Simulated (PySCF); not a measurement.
Computed shifts of a molecule CH7AlO2Si, KT2/pcSseg-1 run with PySCF, GIAO, gas phase, equivalent atoms averaged, in ppm (number of nuclei): ¹H: 4.40 (3), 3.30 (3), 2.70 (1). ¹³C: 58.0 (1). ²⁹Si: -136.9 (1). References: ¹⁷O against H2O (σ = 330.4 ppm); ¹H against TMS (σ = 31.47 ppm); ¹³C against TMS (σ = 185.1 ppm); ²⁹Si against TMS (σ = 361.9 ppm), references at their B3LYP-D3(BJ)/def2-TZVP geometries, non-relativistic. Geometry: B3LYP-D3(BJ)/def2-SVP. Other conformers were not sampled.

Task: Which structure fits?
A) C[SiH2][Al]([OH])[OH]
B) [CH3][Al]([OH])[O][SiH3]
C) [OH][Al]([OH])[CH2][SiH3]
D) C[O][Al]([OH])[SiH3]

Result: D, C[O][Al]([OH])[SiH3]
